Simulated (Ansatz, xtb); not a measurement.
**Relative energy of two isomers of C2H9NSi3**

Structure a is `C#C[Si@@H]([SiH3])[SiH2]N`, a singlet and structure b is `C#C[SiH2][SiH2][SiH2]N`, a singlet. Both are isolated molecules in the gas phase, relaxed with PBE0-D3(BJ)/def2-SVP; each stands in its lowest conformer found.

a (Å):

```xyz
15

C    -2.2521   -0.5851    3.3909
C    -1.5270    0.0145    2.6166
N    -3.4097    2.0900    0.0058
Si   -0.4829    0.8748    1.3684
Si    1.3115   -0.5351    0.8237
Si   -1.9220    1.3156   -0.4495
H    -2.8824   -1.1139    4.0837
H     0.0310    2.1416    1.9820
H     2.1804    0.1290   -0.1980
H     2.1391   -0.8559    2.0266
H     0.7791   -1.8062    0.2440
H    -2.2324   -0.0033   -1.0820
H    -1.2242    2.1957   -1.4365
H    -3.3691    3.0768    0.2405
H    -3.9953    1.6048    0.6794
```

b (Å):

```xyz
15

C    -3.6032    0.6058   -0.2954
C    -2.6076    0.5645   -0.9951
N     1.3284   -2.1663    1.9729
Si   -1.0627    0.4256   -1.9787
Si    0.1715   -1.3381   -1.0468
Si    0.2097   -1.0337    1.2788
H    -4.4858    0.6482    0.3178
H    -1.4088    0.2007   -3.4144
H    -0.3008    1.7062   -1.8631
H     1.5640   -1.3173   -1.6043
H    -0.4596   -2.6452   -1.4119
H     0.4921    0.4236    1.5306
H    -1.1426   -1.3147    1.8479
H     1.3473   -2.2862    2.9804
H     2.2674   -2.2221    1.5940
```

Quicker runs give these differences E(b) − E(a): GFN2-xTB +0.027 eV; HF/STO-3G +0.007 eV (at GFN2-xTB geometries); r2SCAN-D4/def2-SVP +0.027 eV (at GFN2-xTB geometries).

**Question.** Estimate E(b) − E(a) at the level CCSD(T)/def2-SVP + ΔMP2/def2-TZVPP.

**Answer.** Too close to call at this level: CCSD(T)/def2-SVP + ΔMP2/def2-TZVPP gives E(b) − E(a) = +0.008 eV.

Level by level:

```
                             level              geometry  E(b) − E(a) (eV)  departure from the last row (eV)  job, with rough time for the two
                          GFN2-xTB              GFN2-xTB              +0.027                            +0.019              optimisation, 0.37 s
                         HF/STO-3G              GFN2-xTB              +0.007                            −0.001              single point, 0.62 s
                r2SCAN-D4/def2-SVP              GFN2-xTB              +0.027                            +0.019               single point, 4.1 s
              PBE0-D3(BJ)/def2-SVP  PBE0-D3(BJ)/def2-SVP              +0.009                            +0.001                optimisation, 94 s
                       HF/def2-SVP  PBE0-D3(BJ)/def2-SVP              −0.020                            −0.028           part of the CCSD(T) run
                      MP2/def2-SVP  PBE0-D3(BJ)/def2-SVP              −0.003                            −0.011           part of the CCSD(T) run
                  CCSD(T)/def2-SVP  PBE0-D3(BJ)/def2-SVP              −0.006                            −0.013                      single point
CCSD(T)/def2-SVP + ΔMP2/def2-TZVPP  PBE0-D3(BJ)/def2-SVP              +0.008                                                  single point, 63 s
```

As drawn, both hold the same kinds of bond in the same numbers.

The largest departure from CCSD(T)/def2-SVP + ΔMP2/def2-TZVPP is that of HF/def2-SVP, 0.028 eV. A small imaginary or near-zero mode remains, so no thermal terms are given. The last row adds to CCSD(T) the change of the MP2 difference between the two basis sets, here +0.013 eV.

The correlated steps freeze 18 core orbitals. Codes used: Ansatz 0.2.0, xtb 6.7.1; the last row on 2 threads of Intel(R) Xeon(R) Platinum 8375C CPU @ 2.90GHz (Ice Lake) on a shared host.
